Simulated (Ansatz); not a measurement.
Reaction (ligand exchange at the Al–Cl bond): `[F][Al]([Cl])[Cl]` + `C[SeH]` → `C[Se][Al]([F])[Cl]` + HCl

Gas-phase electronic energies from Ansatz, PBE0-D4/def2-TZVP geometries. CCSD(T)/CBS adds triple-zeta CCSD(T) − MP2 to the extrapolated MP2 energy (def2 sets, frozen cores). This one scheme is used for every species. Functionals use def2-TZVPP. For Se outer-core shells are correlated without core-valence functions, which leaves a few kJ/mol of doubt a bond. Scalar relativity is left out up to krypton. Each species was taken in one conformer, which may not be the lowest.

```csv
level,ΔE (kcal/mol)
r2SCANh,9.8
SCS-MP2/def2-QZVPP,9.6
```

Problem. What does CCSD(T)/CBS give? (Best estimate.)

Solution. Computed: +8.8 kcal/mol. The listed levels differ from it by 1.0, 0.8 kcal/mol.

Largest T1 diagnostic among the species: 0.010.

From BLYP to BHLYP (50 % exact exchange), in def2-TZVPP and without D4, ΔE moves by +0.8 kcal/mol. Leaving LDA and LC-ωPBE aside and taking each functional with its dispersion term where it has one, the values, not all of them listed here, spread over 3.4 kcal/mol, from PBE-D4 to B97M-V. LDA lies −0.9 kcal/mol from PBE without D4.
